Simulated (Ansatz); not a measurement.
`O[Si]1(F)CO1` + `[SnH4]` → `O[Si]1([SnH3])CO1` + H–F at 500 K and 1 bar (formal exchange of groups at the Si–F bond).

Calculated with Ansatz (gas phase, PBE0-D4/def2-TZVP geometries, no zero-point term in ΔE). CBS: MP2 limit from def2 TZ/QZ plus the TZ coupled-cluster correction, frozen cores. This one scheme is used for every species. Elements past krypton have def2 core potentials. For Sn outer-core shells are correlated without core-valence functions, which leaves a few kJ/mol of doubt a bond. Each species was taken in one conformer, which may not be the lowest.

| species | CCSD(T)/CBS energy (Eh) | H − E (kJ/mol) | S (J/(mol·K)) |
| --- | --- | --- | --- |
| `O[Si]1(F)CO1` | -579.18241 | 166.0 | 365.4 |
| `[SnH4]` | -216.39156 | 91.5 | 258.6 |
| `O[Si]1([SnH3])CO1` | -695.13357 | 227.9 | 469.1 |
| H–F | -100.39570 | 39.4 | 188.7 |

H − E and S are ideal-gas, rigid-rotor, harmonic terms from PBE0-D4/def2-TZVP, for one conformer and one mirror image of each species. 1 Eh = 2625.50 kJ/mol, R = 8.31446 J/(mol·K).

Problem. By hand: ΔE, ΔH, ΔS and ΔG.

Solution. ΔE = (-695.13357) + (-100.39570) − (-579.18241) − (-216.39156) = 0.04470 Eh = 117.4 kJ/mol. Δ(H − E) = 227.9 + 39.4 − 166.0 − 91.5 = 9.8, so ΔH = 127.2 kJ/mol. ΔS = 469.1 + 188.7 − 365.4 − 258.6 = 33.8 J/(mol·K). ΔG = 127.2 − 500 × (33.8)/1000 = 110.3 kJ/mol.

Problem. By hand: the equilibrium constant, and the temperature at which ΔG would vanish if ΔH and ΔS stayed fixed.

Solution. log₁₀ K = −ΔG/(RT ln 10) = -11.5. ΔG = 0 at ΔH/ΔS = 3763 K, far beyond where these terms or the molecules hold.

ΔH outweighs TΔS. A doubt of 5 kJ/mol in ΔE shifts log₁₀ K by 0.5 here. Other conformers and mirror images would add mixing entropy, several J/(mol·K) or more a flexible species. Modes under 60 cm⁻¹, often nearly free rotors, make the harmonic entropy too high. These are equilibria of isolated gas molecules and say nothing of rates. Largest T1 diagnostic: 0.014 (customary marks: 0.02 for closed shells, 0.045 for open ones).
